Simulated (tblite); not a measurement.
Compound: C₇H₃F₂N (charge +1 and doublet state).
Structure used (GFN2-xTB), in Å, numbered top down from 1:
```
atom  x, y, z in Å
C1     0.7569    1.8641   -0.2230
C2     0.0890    0.7033   -0.0903
C3     0.6396   -0.6512    0.1077
C4     2.0047   -0.9361    0.1897
N5     3.1309   -1.1533    0.2497
C6    -0.4023   -1.5701    0.1943
C7    -1.6190   -0.8726    0.0613
F8    -2.8013   -1.4041    0.0923
C9    -1.3466    0.5062   -0.1120
F10   -2.2172    1.4469   -0.2684
H11    1.8364    1.9021   -0.1964
H12    0.2323    2.7996   -0.3617
H13   -0.3077   -2.6343    0.3391
```

Computed values, GFN2-xTB/tblite, gas phase, harmonic and unscaled. This tight-binding method is rough: wavenumbers can miss measured ones by several per cent, in bad cases by 10 to 20. One conformer, not necessarily the lowest. Open shells enter through the occupations alone, without spin polarisation, and single modes of such species can be off by tens of per cent.

Harmonic wavenumbers (cm⁻¹): 84.1, 122.3, 125.1, 199.2, 245.3, 270.3, 271.4, 426.4, 441.0, 470.4, 518.8, 527.4, 610.7, 678.4, 697.0, 748.5, 822.6, 845.9, 952.8, 1005.2, 1098.9, 1125.1, 1205.7, 1283.3, 1341.7, 1421.0, 1434.1, 1526.6, 1609.7, 2292.3, 3069.7, 3106.5, 3117.8.

A = 2359, B = 1037, C = 720.5 MHz; mass 139.023 u (most abundant isotopes); point group Cs, symmetry number 1; spin multiplicity 2.

Q: Zero-point energy?

A: ½Σν̃ = 16848 cm⁻¹ = 48.17 kcal/mol.

Q: Give the ideal-gas entropy at 273.15 K and 1 bar in the rigid-rotor, harmonic-oscillator model (classical rotation).

A: Translation 40.29, rotation 29.33, vibration 20.55, spin (R ln 2) 1.38: S = 91.5 cal/(mol K).

Q: And Cp and H(273.15 K) − H(0)?

A: Cp = 32.17 cal/(mol K), of which vibrations give 24.23 (their classical limit is 33 R = 65.6); H(273.15 K) − H(0) = 5.40 kcal/mol without the zero-point energy, 3.23 from vibrations.

Q: What must be added to the electronic energy to get the Gibbs energy at 273.15 K and 1 bar?

A: ZPE + [H(273.15 K) − H(0)] − T·S = 48.17 + 5.40 − 25.01 = 28.56 kcal/mol.

Q: Blend soft modes into free rotors: weight 1/[1 + (100 cm⁻¹/ν̃)⁴] for the oscillator and the rest for a rotor with moment μB/(μ + B), μ = h/(8π²ν), B = 10⁻⁴⁴ kg m². What vibrational entropy results?

A: 19.94 cal/(mol K) in place of 20.55, which changes −T·S at 273.15 K by +0.17 kcal/mol.

Q: Which modes carry the vibrational entropy at 273.15 K?

A: 84.1 cm⁻¹: 3.62; 122.3 cm⁻¹: 2.90; 125.1 cm⁻¹: 2.85; 199.2 cm⁻¹: 1.98; 245.3 cm⁻¹: 1.61; 270.3 cm⁻¹: 1.44 cal/(mol K); the other 27 give 6.14 together.

Hindered rotation and anharmonicity are outside this model. Other conformers, if any are populated, would add a mixing term that is left out.

The run took 1.1 s of wall time on AMD EPYC, one thread, on a shared host. The figure is for the frequency step alone.
